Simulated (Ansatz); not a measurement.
The geometry has D3h symmetry (within 0.05 Å) and had no frequency check at the DFT level, so a distortion to lower symmetry isn't ruled out.

Computed with Ansatz (a quantum-chemistry and plane-wave program) with frozen-core CCSD(T)/def2-SVP // B3LYP-D3(BJ)/def2-SVP.

Ansatz 0.2 input:
```yaml
crystal:
  periodic: [false, false, false]
  atoms:
    - { symbol: N, position_ang: [-1.512563, -0.874302, -0.001646] }
    - { symbol: Al, position_ang: [-1.596976, 0.920929, -0.001383] }
    - { symbol: N, position_ang: [-0.000905, 1.747084, 0.000906] }
    - { symbol: Al, position_ang: [1.596015, 0.922565, 0.00205] }
    - { symbol: N, position_ang: [1.513444, -0.872753, 0.001008] }
    - { symbol: Al, position_ang: [0.000938, -1.843477, -0.000634] }
    - { symbol: H, position_ang: [-2.394997, -1.384369, -0.002668] }
    - { symbol: H, position_ang: [-2.966566, 1.710714, -0.003058] }
    - { symbol: H, position_ang: [-0.001433, 2.766329, 0.001321] }
    - { symbol: H, position_ang: [2.964793, 1.713758, 0.003775] }
    - { symbol: H, position_ang: [2.396407, -1.381908, 0.001404] }
    - { symbol: H, position_ang: [0.001742, -3.424471, -0.001075] }
basis:
  gaussian: { orbitals: def2-SVP }
correlation:
  method: ccsd_t
```

Output:

```
Functional definition: HF
1215 factors; integrals over basis functions are off by at most 1.1e-3 eV
mean field evaluation 1: about -24277.1426 eV, gradient 6.0e1 eV
mean field evaluation 2: about -24277.1557 eV, gradient 6.0e1 eV
mean field evaluation 4: about -24285.2327 eV, gradient 3.6e0 eV
mean field evaluation 8: about -24285.2961 eV, gradient 1.2e-4 eV
mean field evaluation 16: about -24285.2763 eV, gradient 1.2e-1 eV
mean field -24285.29605827 eV, -892.4681689766 hartree, gradient 1.7e-6 eV, S^2 0.000000; 0 other end points of the search recorded, 0 dependent functions left out
18 core orbitals not correlated
reference -24285.29605827 eV, -892.4681689766 hartree; 15, 15 occupied and 93, 93 virtual orbitals, 1215 factors
second order -18.59460670 eV of doubles, -0.00000000 eV of singles
cycle   1  -19.14083152 eV  change   -5.5e-1 eV  update   1.1e-1
cycle   2  -19.68715411 eV  change   -5.5e-1 eV  update   3.5e-2
cycle   3  -19.83445209 eV  change   -1.5e-1 eV  update   1.9e-2
cycle   4  -19.82362697 eV  change    1.1e-2 eV  update   4.8e-3
cycle   5  -19.82271512 eV  change    9.1e-4 eV  update   2.0e-3
cycle   6  -19.82274272 eV  change   -2.8e-5 eV  update   5.6e-4
cycle   7  -19.82251596 eV  change    2.3e-4 eV  update   2.3e-4
cycle   8  -19.82249705 eV  change    1.9e-5 eV  update   6.0e-5
cycle   9  -19.82250334 eV  change   -6.3e-6 eV  update   1.9e-5
perturbative correction -0.59006142 eV, -0.0216843572 hartree
Total energy: -24305.70862303 eV, -893.2183168954 hartree
```

Cost: roughly 30 core-seconds.
